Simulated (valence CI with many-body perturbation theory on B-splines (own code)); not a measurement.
## Level structure of Er XXXVIII

Level of theory: configuration interaction combined with many-body perturbation theory (CI+MBPT): three valence electrons over a frozen Dirac-Fock core [Ar] 3d10, radial functions for each j: 11 s, 11 p, 9 d, 7 f, 5 g, 2 h, 1 i, with the one-electron correlation potential Σ1, the two-electron term Σ2, the three-electron term Σ3, Breit, model QED; selected CI, second order for the rest (own B-spline code, finite nucleus).

No measured spectrum was set against this ion. As an estimate, large intervals hold to a few tenths of a per cent, small ones and those within an open d or f shell to about a per cent.

Levels 46 to 66 of 66, with energies above the lowest level, (4s^2 4p1/2) J=1/2. "Leading %" is the weight of the configuration and term that name the level; weights of strongly mixed levels are sums over their largest components and can fall short. In the jj column 3d3/2^4 stands for four electrons in 3d with j = 3/2. Lifetimes count E1, E2, E3, M1 and M2 decay at the calculated energies, and are blank where another channel may lead or the interval is too uncertain; long ones can be off by a factor of two.

| No. | Configuration | Term | J | E (Ry) | Leading % | Lifetime | Second component | Leading jj |
| --- | --- | --- | --- | --- | --- | --- | --- | --- |
| 46 | 4p2 4d | 2G | 7/2 | 30.715 | 42 | 12.8 ps | 23 % 4p2 4d 2F | 4p1/2 4p3/2 4d3/2 (81 %) |
| 47 | 4p2 4d | 4F | 3/2 | 30.791 | 38 | 3.39 ps | 29 % 4p2 4d 2P | 4p1/2 4p3/2 4d3/2 (96 %) |
| 48 | 4p2 4d | 4D | 1/2 | 30.837 | 82 | 3.42 ps | 15 % 4p2 4d 2P | 4p1/2 4p3/2 4d3/2 (99 %) |
| 49 | 4p2 4d | 4F | 7/2 | 31.467 | 32 | 18.1 ps | 31 % 4p2 4d 4D | 4p1/2 4p3/2 4d5/2 (72 %) |
| 50 | 4p2 4d | 2F | 5/2 | 31.534 | 24 | 1.79 ps | 17 % 4p2 4d 2D | 4p1/2 4p3/2 4d3/2 (55 %) |
| 51 | 4p2 4d | 2D | 3/2 | 31.782 | 41 | 1.25 ps | 22 % 4p2 4d 2P | 4p1/2 4p3/2 4d3/2 (77 %) |
| 52 | 4p2 4d | 2G | 9/2 | 31.819 | 48 | 16.1 ps | 33 % 4p2 4d 4F | 4p1/2 4p3/2 4d5/2 (81 %) |
| 53 | 4s 4p 4f | 4G | 5/2 | 31.862 | 56 | 2.21 ps | 10 % 4p2 4d 4F | 4s 4p1/2 4f5/2 (69 %) |
| 54 | 4p2 4d | 4P | 1/2 | 31.987 | 40 | 1.10 ps | 28 % 4p2 4d 2P | 4p1/2 4p3/2 4d3/2 (94 %) |
| 55 | 4p2 4d | 2F | 7/2 | 32.067 | 26 | 4.35 ps | 22 % 4s 4p 4f 2G | 4s 4p1/2 4f7/2 (50 %) |
| 56 | 4p2 4d | 2F | 5/2 | 32.133 | 21 | 3.07 ps | 20 % 4p2 4d 4D | 4p1/2 4p3/2 4d5/2 (60 %) |
| 57 | 4s 4p 4f | 4G | 7/2 | 32.146 | 45 | 2.49 ps | 12 % 4p2 4d 4F | 4s 4p1/2 4f5/2 (64 %) |
| 58 | 4p2 4d | 2P | 3/2 | 32.178 | 47 | 1.89 ps | 38 % 4p2 4d 4P | 4p1/2 4p3/2 4d5/2 (78 %) |
| 59 | 4p2 4d | 2D | 5/2 | 32.320 | 48 | 2.10 ps | 17 % 4p2 4d 4P | 4p1/2 4p3/2 4d5/2 (76 %) |
| 60 | 4s 4p 4f | 4F | 3/2 | 32.345 | 55 | 3.17 ps | 26 % 4s 4p 4f 2D | 4s 4p1/2 4f5/2 (88 %) |
| 61 | 4s 4p 4f | 4F | 5/2 | 32.420 | 32 | 2.60 ps | 28 % 4s 4p 4f 4D | 4s 4p1/2 4f5/2 (51 %) |
| 62 | 4s 4p 4f | 4G | 9/2 | 32.507 | 31 | 3.96 ps | 25 % 4s 4p 4f 4F | 4s 4p1/2 4f7/2 (77 %) |
| 63 | 4s 4p 4f | 4D | 7/2 | 32.554 | 43 | 2.37 ps | 16 % 4s 4p 4f 2F | 4s 4p1/2 4f7/2 (74 %) |
| 64 | 4p2 4d | 2D | 3/2 | 33.080 | 65 | 2.27 ps | 13 % 4p2 4d 2P | 4p1/2 4p3/2 4d5/2 (90 %) |
| 65 | 4p2 4d | 2P | 1/2 | 33.139 | 62 | 2.02 ps | 31 % 4p2 4d 2S | 4p1/2 4p3/2 4d5/2 (93 %) |
| 66 | 4s 4p 4f | 2G | 7/2 | 33.444 | 33 | 2.13 ps | 26 % 4p2 4d 2G | 4p1/2 4p3/2 4d5/2 (34 %) |

Where two levels of one J and parity lie close, their mixing, g and order are uncertain.
